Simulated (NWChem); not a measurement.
# SiH2IF; SMILES F[SiH2]I

All runs: NWChem. Geometry: optimised at PBE0/def2-SVP (def2 core potentials past Kr).

Task: What does the run give for B3LYP/STO-3G, non-relativistic? Quantities: highest occupied level (eV); orbital gap (eV); dipole (D).

Result: 
```
Item                         Value
---------------------------  -----
highest occupied level (eV)  -4.70
orbital gap (eV)              8.18
dipole (D)                    2.32
```
